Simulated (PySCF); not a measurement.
**From computed data to an observable: dipole moment from atomic charges**

CuCl, SMILES [Cl][Cu], multiplicity 1. Atoms are numbered in the order given.

```xyz
2

Cu     0.0000     0.0000    -0.7675
Cl     0.0000     0.0000     1.3092
```
Charge 0, spin multiplicity 1.

The structure is a stationary point at PBE0-D3(BJ)/def2-TZVPD. The spin state was assumed, not searched.

Charges (e) from r2SCAN/def2-TZVPD run with PySCF:

```
atom     IAO  ESP fit
----  ------  -------
Cu1    0.605    0.523
Cl2   -0.605   -0.523
```

The dipole moment of the full density is 4.90 D.

Task: What dipole moment does each set of point charges give, and which comes closer to that of the density?

Result: 
μ = Σ q r, and 1 e Å = 4.8032 D.
IAO: Σ q r = (0.000, 0.000, -1.256) e Å, |μ| = 6.03 D.
ESP fit: Σ q r = (0.000, 0.000, -1.086) e Å, |μ| = 5.22 D.
ESP fit comes closer in size. Point charges leave out the atoms' own dipoles (lone pairs, polarised bonds); fits to the potential absorb them, partitions of the density don't.
